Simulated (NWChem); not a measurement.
Molecule: CH2NO, doublet; SMILES [NH]C=O

```xyz
5

N      0.1653    -1.1359    -0.0373
C     -0.4519     0.0440     0.0306
O      0.2451     1.0872    -0.0194
H      1.1597    -1.0846     0.2526
H     -1.5664     0.0741    -0.0199
```
Atoms are numbered in this order, from 1.

Results from NWChem. Spin-unrestricted. Medium grid unless said otherwise, to which SCAN and Minnesota functionals are sensitive. All runs use the structure optimised with PBE-D3(BJ)/def2-SVP, spin-unrestricted. No stability test was run on the SCF state.

Question: Order these by “lowest empty minus highest occupied level, either spin (eV)”, lowest first: PBE/def2-SVP; PW6B95/def2-SVP; B3LYP/def2-SVP; KT2/def2-SVP; SCAN/def2-SVP.

Answer: PBE/def2-SVP (0.80), KT2/def2-SVP (1.12), SCAN/def2-SVP (1.61), B3LYP/def2-SVP (3.04), PW6B95/def2-SVP (3.76)
